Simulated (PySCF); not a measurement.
SMILES c1[c](ccc([SiH](F)F)c1)[Ge]([Cl])([Cl])[Cl] (C6H5Cl3F2GeSi), GFN2-xTB optimised geometry.

```
18

Si    -0.57    -0.50     0.00
F     -0.93     1.06     0.00
F      1.02    -0.50     0.00
C     -1.19    -1.28     1.60
C     -2.42    -0.92     2.14
C     -2.88    -1.49     3.31
C     -2.11    -2.45     3.96
C     -0.88    -2.82     3.43
C     -0.43    -2.24     2.26
Ge    -2.79    -3.33     5.63
Cl    -3.81    -5.15     5.16
Cl    -4.17    -2.08     6.67
Cl    -1.20    -3.81     6.96
H     -1.02    -1.06    -1.25
H     -3.02    -0.17     1.64
H     -3.84    -1.20     3.72
H     -0.28    -3.56     3.94
H      0.53    -2.53     1.86
```

Density from PySCF 2.14.0 with PBE0/def2-SVP at that geometry.

Minimum of the electron density along straight lines between bonded atoms, close to the bond critical point (lines longer than 1.1 times the sum of covalent radii, or with two minima, are not listed):

```tsv
bond	length / Å	ρ at the minimum / e bohr⁻³	∇²ρ there / e bohr⁻⁵	position (fraction from the first atom)
Si1–F2	1.598	0.123	1.15	0.42
Si1–F3	1.597	0.123	1.15	0.42
Si1–C4	1.879	0.119	0.33	0.38
C4–C5	1.394	0.305	-0.76	0.50
C5–C6	1.383	0.313	-0.80	0.50
C6–C7	1.386	0.310	-0.78	0.50
C7–C8	1.386	0.310	-0.78	0.51
C4–C9	1.394	0.305	-0.76	0.50
C8–C9	1.383	0.313	-0.80	0.50
C7–Ge10	2.005	0.122	-0.01	0.53
Ge10–Cl11	2.139	0.103	0.14	0.44
Ge10–Cl12	2.134	0.104	0.14	0.44
Ge10–Cl13	2.135	0.104	0.14	0.44
Si1–H14	1.443	0.126	0.33	0.49
C5–H15	1.080	0.285	-1.10	0.63
C6–H16	1.081	0.285	-1.10	0.64
C8–H17	1.081	0.285	-1.10	0.64
C9–H18	1.080	0.286	-1.10	0.64
```
